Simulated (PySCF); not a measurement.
## Nuclear quadrupole coupling in `[SiH3]N([SiH3])[Si@@H]1O[SiH2]C[SiH2]1`

Compound: CH13NOSi5.
Geometry (GFN2-xTB, Å), atoms numbered from 1 in this order:
```xyz
21
CH13NOSi5 angstrom
Si    -2.8002    1.0242   -0.7914
N     -1.6183    0.0064   -0.0339
Si    -1.9023   -0.9079    1.4246
Si    -0.1345   -0.2413   -0.9030
O      0.6765   -1.4389   -0.1290
Si     2.1829   -1.3937    0.4853
C      2.8679    0.3326    0.0363
Si     1.4428    1.4149   -0.6670
H     -3.6071    0.2608   -1.7485
H     -2.0527    2.0641   -1.5046
H     -3.6434    1.5975    0.2532
H     -1.9942   -2.3384    1.1327
H     -0.8205   -0.6308    2.3724
H     -3.1760   -0.4184    1.9550
H     -0.4392   -0.8508   -2.2041
H      2.0479   -1.5948    1.9269
H      2.8978   -2.4788   -0.1831
H      3.6600    0.2338   -0.7055
H      3.3373    0.7979    0.9015
H      1.9020    2.0725   -1.9039
H      1.1644    2.5061    0.2855
```

Field gradients from the PBE0/pcSseg-1 density (PySCF, non-relativistic), principal values in atomic units, ordered |Vxx| ≤ |Vyy| ≤ |Vzz|:

| atom | Vxx | Vyy | Vzz |
| --- | --- | --- | --- |
| N2 | 0.2416 | 0.3539 | -0.5955 |
| O5 | -0.3084 | -0.5755 | 0.8839 |

Problem. Find the asymmetry η = (Vxx − Vyy)/Vzz and the couplings χ = eQV/h (234.96 MHz × Q in barn × V in au), with Q(14N) = 0.02044 b, Q(17O) = −0.0256 b.

Solution. 
```csv
atom,environment,nucleus,η,χzz (MHz),χxx (MHz),χyy (MHz)
N2,nitrogen bridging silicon atoms,14N,0.19,-2.860,1.160,1.699
O5,siloxane oxygen,17O,0.30,-5.32,1.85,3.46
```

The tensor is traceless: Vxx + Vyy + Vzz = 0.

Problem. What is Vzz at O5 in SI units (1 au = 9.71736 × 10²¹ V/m²)?

Solution. 0.8839 au = 8.589 × 10²¹ V/m².

Problem. What couplings would deuterons (Q(2H) = 0.00286 b) have in place of the hydrogens, at this geometry?

Solution. 
```tsv
atom	bonded to	bond length (Å)	Vzz (au)	η	χzz (kHz)
H9	Si1	1.466	0.1588	0.02	107
H10	Si1	1.466	0.1582	0.07	106
H11	Si1	1.460	0.1633	0.04	110
H12	Si3	1.463	0.1615	0.03	109
H13	Si3	1.465	0.1603	0.05	108
H14	Si3	1.464	0.1595	0.05	107
H15	Si4	1.469	0.1561	0.03	105
H16	Si6	1.462	0.1607	0.01	108
H17	Si6	1.461	0.1616	0.01	109
H18	C7	1.090	0.3228	0.02	217
H19	C7	1.089	0.3251	0.01	218
H20	Si8	1.474	0.1574	0.02	106
H21	Si8	1.475	0.1571	0.02	106
```

Geometry: GFN2-xTB, one conformer, isolated molecule. GFN2-xTB bond lengths can be off by several hundredths of an ångström, more for odd bonds, and the gradients follow them. With so small a basis the couplings can be 20 % off.
